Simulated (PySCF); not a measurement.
C5H5FOS.
Cartesian coordinates in Å at the GFN2-xTB level; atoms count from 1:
```xyz
13
C5H5FOS angstrom
C      2.451   -1.285    0.090
C      1.296   -1.040   -0.116
C     -0.072   -0.727   -0.403
F     -0.717   -1.760   -1.020
C     -0.858   -0.072    0.733
C     -0.538    1.369    0.361
S     -0.156    0.923   -1.417
O     -1.414    0.941   -2.141
H      3.459   -1.503    0.286
H     -1.917   -0.289    0.591
H     -0.559   -0.384    1.735
H     -1.348    2.084    0.458
H      0.370    1.743    0.827
```

Level of theory: TDDFT wB97X-D/def2-SVPD, vertical, gas phase, core orbitals frozen in the response (PySCF 2.14.0, density-fitted response routines).

Excitation energies and transition dipoles (atomic units, axes of the coordinates) of those of the lowest 8 singlets that add 0.02 au or more to the mean polarisability:

```json
{"state": "S1", "ΔE (hartree)": "0.1802", "μx": "-0.256", "μy": "0.496", "μz": "0.000"}
{"state": "S2", "ΔE (hartree)": "0.1964", "μx": "-0.043", "μy": "0.136", "μz": "-0.019"}
{"state": "S3", "ΔE (hartree)": "0.2201", "μx": "0.206", "μy": "-0.172", "μz": "0.213"}
{"state": "S4", "ΔE (hartree)": "0.2263", "μx": "-0.208", "μy": "0.160", "μz": "-0.027"}
{"state": "S5", "ΔE (hartree)": "0.2322", "μx": "-0.292", "μy": "0.408", "μz": "-0.290"}
{"state": "S6", "ΔE (hartree)": "0.2444", "μx": "-0.389", "μy": "0.416", "μz": "-0.465"}
{"state": "S7", "ΔE (hartree)": "0.2493", "μx": "-0.028", "μy": "0.031", "μz": "0.126"}
{"state": "S8", "ΔE (hartree)": "0.2553", "μx": "0.023", "μy": "0.246", "μz": "-0.576"}
```

Task: What does each state add to αxx, αyy and αzz, and how do the sums compare with the full static tensor?

Result: Each state adds 2 μα² / ΔE.

| state | αxx (au) | αyy (au) | αzz (au) |
| --- | --- | --- | --- |
| S1 | 0.73 | 2.74 | 0.00 |
| S2 | 0.02 | 0.19 | 0.00 |
| S3 | 0.39 | 0.27 | 0.41 |
| S4 | 0.38 | 0.23 | 0.01 |
| S5 | 0.74 | 1.43 | 0.73 |
| S6 | 1.24 | 1.42 | 1.77 |
| S7 | 0.01 | 0.01 | 0.13 |
| S8 | 0.00 | 0.48 | 2.59 |
| all 8 states | 3.5 | 6.8 | 5.6 |
| full response | 89.3 | 76.4 | 76.6 |
| share (%) | 4 | 9 | 7 |

The rest comes from the higher roots of the same response equations.

Task: Give the full tensor and its principal values.

Result: In au, rows and columns x, y, z:
```
x    89.3 -13.6   8.0
y   -13.6  76.4  -5.6
z     8.0  -5.6  76.6
```
Principal values 67.8, 72.8 and 101.7 au; mean 80.8 au (11.97 Å³).

Task: By how much does the contribution of these states grow at 532 nm?

Result: With ω = 0.0856 hartree each state's term in the mean polarisability goes from f / ΔE² to f / (ΔE² − ω²), f = (2/3) ΔE |μ|²; the sum over all 8 states goes from 5.30 to 6.24 au, a rise of 0.95 au.

One conformer stands for the species.
